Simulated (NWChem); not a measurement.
System: C$_{2}$H$_{5}$FSi; SMILES C=C(F)[SiH3]

The following NWChem deck was run.

```
start job
memory heap 200 mb stack 900 mb global 1100 mb
geometry units angstroms noautoz
  C     -1.174669    -1.311694     0.000000
  C     -0.063512    -0.555765     0.000000
  F      1.159322    -1.153508     0.000000
  Si     0.027944     1.337100     0.000000
  H     -2.164309    -0.834480     0.000000
  H     -1.113994    -2.411749     0.000000
  H     -1.371391     1.881949     0.000000
  H      0.768033     1.807455    -1.220211
  H      0.768033     1.807455     1.220211
end
basis spherical
  C library 6-31g*
  F library 6-31g*
  Si library 6-31g*
  H library 6-31g*
end
dft
  xc b3lyp
  iterations 150
  mulliken
end
task dft energy
```

All runs use the structure optimised with PBE-D3(BJ)/def2-SVP. B3LYP is NWChem's, with the RPA form of VWN correlation.

Task: Predict the main results of this run. (B3LYP/6-31G* (spherical d).) Quantities: energy (Ha); highest occupied level (eV); orbital gap (eV); dipole (D).

Result: 
```
Quantity                      Result
---------------------------  -------
energy (Ha)                  -468.51
highest occupied level (eV)    -7.15
orbital gap (eV)                6.95
dipole (D)                      1.21
```
